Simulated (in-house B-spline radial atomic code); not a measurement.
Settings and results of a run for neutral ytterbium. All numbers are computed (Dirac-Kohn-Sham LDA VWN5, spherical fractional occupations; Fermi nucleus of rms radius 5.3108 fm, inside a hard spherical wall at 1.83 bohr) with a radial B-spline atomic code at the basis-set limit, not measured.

Command:
```bash
python run_scf.py task.json out
```
Settings (nuclear radius in fm, mass in u):
```
Z                70
configuration    [Xe] 4f14 6s2
hamiltonian      dirac
method           lda,vwn
spin_polarised   False
nucleus          fermi
rms_radius       5.3108
atomic_mass      173.93887
speed_of_light   137.035999084
wall_radius      1.83
```

Output (hartree, bohr):
```
 radial grid: 57 intervals, B-splines of order 8, outer radius 1.83 bohr

 iter        energy (Eh)    residual
    1      -14035.863764    4.07e-01
    2      -14032.156670    4.60e-01
    3      -14038.021342    2.07e-01
    4      -14039.023951    7.39e-02
    5      -14038.700716    1.30e-01
    6      -14039.185255    2.88e-03
    7      -14039.185542    2.95e-04
    8      -14039.185544    1.38e-05
    9      -14039.185544    9.08e-08

 total energy                    -14039.18554
 kinetic                           15709.7970
 electron-nucleus                 -35196.9382
 Hartree                            5739.2946
 exchange-correlation               -291.3389

 first-order corrections (not in the total)
   Gaunt                            15.8729
   retardation                      -1.6813
   frequency dependence             -0.2471
   self-energy                      11.3481
   Uehling                          -2.0040
   Wichmann-Kroll                    0.0731

 orbital      occ     eigenvalue          <r>       <r^2>       <1/r>     <1/r^2>       <r^4>       r_max    small
 1s1/2      2.000     -2241.6423    0.0196779 0.000530779     80.5451     15239.3 7.57902e-07     0.01238  6.89e-02
 2s1/2      2.000      -376.8207    0.0828178  0.00816489     19.4466     2011.19 0.000115968     0.07083  1.55e-02
 2p1/2      2.000      -359.4193    0.0687567  0.00586579     19.4292     637.683 7.05215e-05     0.05298  1.55e-02
 2p3/2      4.000      -321.0032    0.0762555  0.00707831     16.6821     379.809 9.82598e-05     0.05941  1.42e-02
 3s1/2      2.000       -82.4099     0.216605   0.0537653     7.12149     444.572  0.00437168      0.1999  5.01e-03
 3p1/2      2.000       -74.7019     0.206327    0.049579     7.04241     142.741  0.00389682      0.1876  4.96e-03
 3p3/2      4.000       -66.5598     0.220413   0.0563589     6.33607     86.1912  0.00498894       0.201  4.57e-03
 3d3/2      4.000       -53.3700     0.193733   0.0441319     6.22727     48.5907  0.00346461      0.1581  4.46e-03
 3d5/2      6.000       -51.5905     0.198088   0.0460048     6.05661     45.3989   0.0037379      0.1618  4.35e-03
 4s1/2      2.000       -13.7916     0.491205    0.273104     2.96608     108.166    0.109513      0.4569  1.61e-03
 4p1/2      2.000       -10.6856     0.499903    0.285368     2.85321     33.7775    0.123342      0.4583  1.52e-03
 4p3/2      4.000        -8.8681     0.534246    0.325751     2.60086     20.4915    0.160958      0.4875  1.36e-03
 4d3/2      4.000        -3.7681     0.565286    0.372586     2.36207     10.2284    0.228713      0.4896  1.16e-03
 4d5/2      6.000        -3.4448     0.577858    0.389105     2.29932     9.49578    0.248896      0.4992  1.12e-03
 5s1/2      2.000         0.6301      1.05621     1.21278     1.24873     22.5423     1.83837       1.064  4.31e-04
 5p1/2      2.000         1.6793      1.08318     1.27458      1.2104     7.41808     2.01354       1.113  4.25e-04
 5p3/2      4.000         2.0820      1.10468     1.32631     1.18392     5.17949     2.16789       1.156  4.36e-04
 4f5/2      6.000         2.7201     0.709703    0.606161     1.77007      4.0674    0.651558      0.4953  7.09e-04
 4f7/2      8.000         2.7671     0.717068    0.617487     1.74863     3.96257    0.670857      0.5017  6.95e-04
 6s1/2      2.000         8.4188      1.10843     1.41534     1.39692     35.8521      2.7854       1.462  8.36e-04
```

Run time, properties included: 0.5 s on 1 thread of Arm Neoverse V2, on a shared host.

For the Dirac Hamiltonian the kinetic term is c α·p + (β - 1)c².
